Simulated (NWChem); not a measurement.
# CH5BO3; SMILES OCB(O)O

```xyz
10

O      0.0548     1.8959    -0.0369
C     -0.8157     0.7485     0.1192
B      0.0299    -0.6089     0.0219
O     -0.5196    -1.8589    -0.0620
O      1.3845    -0.5029     0.0446
H      0.2031     2.0179    -0.9873
H     -1.2559     0.8539     1.1199
H     -1.6619     0.8013    -0.5843
H     -1.4857    -1.8380    -0.0794
H      1.5879     0.4458     0.1412
```
Atoms are numbered in this order, from 1.

Geometry: optimised at B3LYP/6-31G* (spherical d).

Task: List the 6 lowest vertical singlet excitations from PBE0/def2-SVP, full TDDFT (NWChem).

Result: 
```csv
state,energy (eV),oscillator strength,leading excitation (squared amplitude)
S1,7.14,0.002,HOMO → LUMO (0.96)
S2,7.73,0.009,HOMO → LUMO+1 (0.84)
S3,8.02,0.013,HOMO → LUMO+2 (0.81)
S4,8.73,0.001,HOMO−1 → LUMO+1 (0.56)
S5,8.91,0.015,HOMO−2 → LUMO (0.43)
S6,8.99,0.024,HOMO−2 → LUMO (0.47)
```
